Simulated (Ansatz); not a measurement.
A CCSD(T) single point on C₂H₁₀B₂S₂, SMILES `C[B@H-]1[SH+][B@@H-](C)[SH+]1`.

```yaml
crystal:
  periodic: [false, false, false]
  atoms:
    - {symbol: C, position_ang: [-1.574760, 0.019160, 2.040862]}
    - {symbol: B, position_ang: [-0.505724, -0.698871, 1.122607]}
    - {symbol: S, position_ang: [-0.976494, -0.691144, -0.817349]}
    - {symbol: B, position_ang: [0.964109, -0.258207, -0.995524]}
    - {symbol: C, position_ang: [1.270127, 0.872057, -2.058752]}
    - {symbol: S, position_ang: [1.179442, 0.302636, 0.885466]}
    - {symbol: H, position_ang: [-2.501073, -0.562724, 2.079370]}
    - {symbol: H, position_ang: [-1.839300, 1.025243, 1.699907]}
    - {symbol: H, position_ang: [-1.206527, 0.105589, 3.068275]}
    - {symbol: H, position_ang: [-0.158622, -1.815892, 1.394037]}
    - {symbol: H, position_ang: [-0.951417, -2.007976, -1.073888]}
    - {symbol: H, position_ang: [1.550574, -1.303462, -1.068952]}
    - {symbol: H, position_ang: [1.074076, 0.509129, -3.072644]}
    - {symbol: H, position_ang: [2.324561, 1.164166, -2.020200]}
    - {symbol: H, position_ang: [0.671872, 1.778103, -1.918730]}
    - {symbol: H, position_ang: [0.656357, 1.539692, 0.779815]}
basis:
  gaussian: {orbitals: def2-SVP}
correlation: {method: ccsd_t}
```

```sh
$ ansatz run in.yaml --threads 4 --pin off --events-out ev --progress --plain --max-ram 11315MiB
```

The program prints (abridged):

```
Functional definition: HF
1420 factors; integrals over basis functions are off by at most 1.4e-3 eV
mean field evaluation 1: about -25185.2616 eV, gradient 3.5e1 eV
mean field evaluation 2: about -25185.3880 eV, gradient 3.5e1 eV
mean field evaluation 4: about -25189.2788 eV, gradient 3.5e0 eV
mean field evaluation 8: about -25189.3339 eV, gradient 1.9e-1 eV
mean field evaluation 16: about -25189.2050 eV, gradient 5.4e-1 eV
mean field -25189.33406269 eV, -925.6909528602 hartree, gradient 6.2e-6 eV, S^2 0.000000; 0 other end points of the search recorded, 0 dependent functions left out
14 core orbitals not correlated: weight in the atoms' cores, before any rotation towards them, 1.000 or more for the frozen orbitals, at most 0.000 for the correlated occupied ones
reference -25189.33406269 eV, -925.6909528602 hartree; 18, 18 occupied and 110, 110 virtual orbitals, 1420 factors
second order -20.89528118 eV of doubles, -0.00000000 eV of singles
cycle   1  -22.41415996 eV  change    -1.5e0 eV  update   1.0e-1
cycle   2  -23.03371171 eV  change   -6.2e-1 eV  update   2.9e-2
cycle   3  -23.11475360 eV  change   -8.1e-2 eV  update   1.0e-2
cycle   4  -23.11385986 eV  change    8.9e-4 eV  update   2.6e-3
cycle   5  -23.11378058 eV  change    7.9e-5 eV  update   8.5e-4
cycle   6  -23.11367652 eV  change    1.0e-4 eV  update   2.9e-4
cycle   7  -23.11364620 eV  change    3.0e-5 eV  update   9.4e-5
cycle   8  -23.11366043 eV  change   -1.4e-5 eV  update   3.1e-5
perturbative correction -0.74868302 eV, -0.0275135935 hartree
Total energy: -25213.19640614 eV, -926.5678778074 hartree
```

Run time 20 s (4 threads of an Arm Neoverse V2 on a shared host); peak host memory 1.1 GiB.

Correlation energy per correlated electron: -0.663 eV. T1 diagnostic: 0.0095.
